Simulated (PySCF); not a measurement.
H3O3Si, SMILES O[Si](O)O, multiplicity 2.

Geometry: PBE-D3(BJ)/def2-SVP. The isomer is the one that the SMILES or the coordinates give; other isomers of the formula were not compared. Other conformers were not sampled.

Computed with TDA-PBE/def2-SVPD (PySCF).

Vertical excitations; the highest root listed may be one member of a degenerate set. Gas-phase values at a fixed geometry.

Computed excitation energies, oscillator strengths and character:
```tsv
state	energy (eV)	λ (nm)	f	main pairs
root 1	4.53	274	0.000	α HOMO→LUMO 94 %
root 2	4.66	266	0.005	α HOMO→LUMO+2, β HOMO→LUMO, β HOMO−1→LUMO (degenerate set)
root 3	4.66	266	0.005	α HOMO→LUMO+1, β HOMO−1→LUMO, β HOMO→LUMO (degenerate set)
root 4	4.85	256	0.083	α HOMO→LUMO+2, β HOMO−1→LUMO, β HOMO→LUMO (degenerate set)
root 5	4.85	256	0.083	α HOMO→LUMO+1, β HOMO→LUMO, β HOMO−1→LUMO (degenerate set)
root 6	4.91	253	0.007	β HOMO−2→LUMO 95 %
root 7	5.87	211	0.027	β HOMO−3→LUMO (degenerate set)
root 8	5.87	211	0.027	β HOMO−4→LUMO (degenerate set)
root 9	6.30	197	0.171	α HOMO→LUMO+3 96 %
root 10	6.42	193	0.031	α HOMO→LUMO+4 73 %, α HOMO→LUMO+5 23 %
```
Unrestricted roots are not spin-pure.
